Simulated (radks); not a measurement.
Problem. These are the eigenvalues of the occupied orbitals of an atom or ion with whole-number occupations (eV). All-electron calculation, non-relativistic Kohn-Sham, TPSS, spin-polarised, spherical densities, point nucleus; meta-GGA in the generalised Kohn-Sham scheme. Program: a radial shooting solver on a logarithmic mesh with Libxc functionals.

1s up: -57774.16
1s down: -57774.13
2s up: -11510.78
2s down: -11487.22
2p up: -11125.18
2p down: -11107.81
3s up: -4298.759
3s down: -4275.677
3p up: -4138.446
3p down: -4112.450
3d up: -3865.531

Which element is it, and in what charge state? The configuration may be excited. Open shells, if any, are filled with parallel spins first.

Solution. Z = 69, thulium, charge +46: Tm46+ in [Ar] 3d5. The list shows which subshells hold electrons but not how many an open one holds; the 1s level, -2123.2 hartree, gives Z - s = 65.2 by -(Z - s)^2/2, which with screening narrows Z to a few neighbours, and the depths of the outer levels then fix element, charge and occupations together.
